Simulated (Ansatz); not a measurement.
# Relative stability

Two relaxed structures of GaBH2F, doublet (PBE0-D4/def2-TZVP; forces vanish, vibrations not checked).

A:

```json
{"atom": "B1", "x (Å)": "-1.2407", "y (Å)": "-0.7350", "z (Å)": "-0.6249"}
{"atom": "Ga2", "x (Å)": "0.4594", "y (Å)": "-0.4319", "z (Å)": "0.3111"}
{"atom": "F3", "x (Å)": "1.9563", "y (Å)": "-0.1730", "z (Å)": "1.1446"}
{"atom": "H4", "x (Å)": "-2.1675", "y (Å)": "-0.1262", "z (Å)": "-0.1929"}
{"atom": "H5", "x (Å)": "-1.1822", "y (Å)": "-1.4911", "z (Å)": "-1.5419"}
```

B:

B1  (0.626, 0.207, 0.194)
Ga2  (-1.112, -0.512, -0.626)
F3  (1.510, -0.595, 0.781)
H4  (-2.663, -0.688, -0.465)
H5  (0.960, 1.339, -0.044)
(Å)

Computed with Ansatz 0.2.0 (basis: def2-TZVPP); correlated methods freeze the cores; orbitals are unrestricted. Filled d shells of the heavier atoms are correlated. The def2 sets are not built for correlating such inner shells, so the correlated values are less sure here. B3LYP uses VWN-RPA correlation.

(1) Which structure is lower at CCSD(T), and by how much? (Judge from chemistry; the value comes from the calculation.)

(2) Do the other methods give the same order? (A judgement: the text doesn't fix the answer.)

T1 diagnostic: at most 0.020. ⟨S²⟩ of the unrestricted Hartree–Fock references: 0.76 to 0.78 (a pure state has 0.75).

## Answers

(1) Computed: B, by 6.8 kJ/mol (electronic energy, against the other). By their contacts, A is GaBH₂F ([BH2][Ga][F]) and B is GaBH₂F ([F][BH][GaH]).

(2) By the calculation: Not all: r2SCAN-D4, MP2 give the other order.

```csv
method,E(B) − E(A) (kJ/mol)
PBE-D4,-0.4
r2SCAN-D4,1.3
PBE0-D4,-5.5
B3LYP-D4,-7.7
wB97M-V,-7.3
HF,-32.5
MP2,3.2
CCSD,-10.4
CCSD(T),-6.8
```

Labels in which every atom is bracketed show which atoms are joined, not bond orders.

For scale, one of the runs: CCSD(T)/def2-TZVPP, 138 basis functions, launched by `ansatz run in.yaml --threads 2 --pin off --events-out ev --progress --plain --max-ram 4352MiB`. Hardware: 2 CPU threads of an Arm Neoverse V1, shared host. Wall time 90 s; peak host memory 1.8 GiB.
